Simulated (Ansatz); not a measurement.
H3S, charge +1, singlet, geometry from GFN2-xTB. Base run: CCSD(T)/STO-3G (Ansatz, a program for electronic structure).

Ansatz was given this input:
Ansatz 0.2 input:
```yaml
crystal:
  periodic: [false, false, false]
  atoms:
    - {symbol: S, position_ang: [0.10558214, -0.00190789, 0.04613646]}
    - {symbol: H, position_ang: [-0.31822157, 0.99705449, -0.76565970]}
    - {symbol: H, position_ang: [-0.35082551, -0.98045104, -0.77282250]}
    - {symbol: H, position_ang: [-1.02026722, 0.01392277, 0.80029891]}
basis:
  gaussian:
    orbitals: STO-3G
total_charge: 1
magnetization: {spin_polarized: false}
correlation: {method: ccsd_t}
```

The base run was repeated with changes; each row names its change, and settings that it needs were set with it.

```json
[
 {"change": "base", "ΔE vs base (mEh)": "0.000", "MP2 correlation (Eh)": "-0.04237", "CC correlation without the perturbative part (Eh)": "-0.06266", "basis functions": "12"},
 {"change": "method = rpa", "ΔE vs base (mEh)": "-1.526", "MP2 correlation (Eh)": "-", "CC correlation without the perturbative part (Eh)": "-", "basis functions": "12"},
 {"change": "electrons = all", "ΔE vs base (mEh)": "-0.914", "MP2 correlation (Eh)": "-0.04340", "CC correlation without the perturbative part (Eh)": "-0.06354", "basis functions": "12"},
 {"change": "diis_vectors = 2", "ΔE vs base (mEh)": "0.000", "MP2 correlation (Eh)": "-0.04237", "CC correlation without the perturbative part (Eh)": "-0.06266", "basis functions": "12"},
 {"change": "method = ccsd", "ΔE vs base (mEh)": "0.075", "MP2 correlation (Eh)": "-0.04237", "CC correlation without the perturbative part (Eh)": "-0.06266", "basis functions": "12"},
 {"change": "fitting = cc-pVTZ-JKFIT (mean field), cc-pVTZ-RIFIT (correlation)", "ΔE vs base (mEh)": "-0.016", "MP2 correlation (Eh)": "-0.04237", "CC correlation without the perturbative part (Eh)": "-0.06265", "basis functions": "12"},
 {"change": "diis_vectors = 4", "ΔE vs base (mEh)": "0.000", "MP2 correlation (Eh)": "-0.04237", "CC correlation without the perturbative part (Eh)": "-0.06266", "basis functions": "12"},
 {"change": "reference functional = pbe0", "ΔE vs base (mEh)": "1.009", "MP2 correlation (Eh)": "-", "CC correlation without the perturbative part (Eh)": "-0.06415", "basis functions": "12"},
 {"change": "accuracy = high", "ΔE vs base (mEh)": "-0.001", "MP2 correlation (Eh)": "-0.04237", "CC correlation without the perturbative part (Eh)": "-0.06266", "basis functions": "12"},
 {"change": "method = bccd", "ΔE vs base (mEh)": "0.082", "MP2 correlation (Eh)": "-0.04237", "CC correlation without the perturbative part (Eh)": "-0.06265", "basis functions": "12"}
]
```
